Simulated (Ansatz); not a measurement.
Consider the formal exchange of groups at a Ga–N bond: `B[NH][GaH][F]` + `[GaH3]` → `[F][GaH][GaH2]` + `BN`.

Isolated molecules relaxed with PBE0-D4/def2-TZVP in Ansatz; ΔE leaves out vibrations. CBS: MP2 limit from def2 TZ/QZ plus the TZ coupled-cluster correction, frozen cores. This one scheme is used for every species. Functionals use def2-TZVPP. B3LYP here is the variant with VWN-RPA as its local correlation; programs differ in this. For Ga outer-core shells are correlated without core-valence functions, which leaves a few kJ/mol of doubt a bond. Scalar relativity is left out up to krypton. Each species was taken in one conformer, which may not be the lowest.

```tsv
level	ΔE (kJ/mol)
B3LYP-D4	-12.6
B3LYP	-15.7
```

Question: What does CCSD(T)/CBS give? (Estimate.)

Answer: Ansatz gave: -3.2 kJ/mol. The listed levels differ from it by -9.4, -12.5 kJ/mol.

Largest T1 diagnostic among the species: 0.014.

From PBE to PBE0 (25 % exact exchange), in def2-TZVPP and without D4, ΔE moves by +6.4 kJ/mol. At CCSD(T), def2-SVP lies +10.7 kJ/mol from the extrapolated value and def2-TZVPP +5.2 kJ/mol.
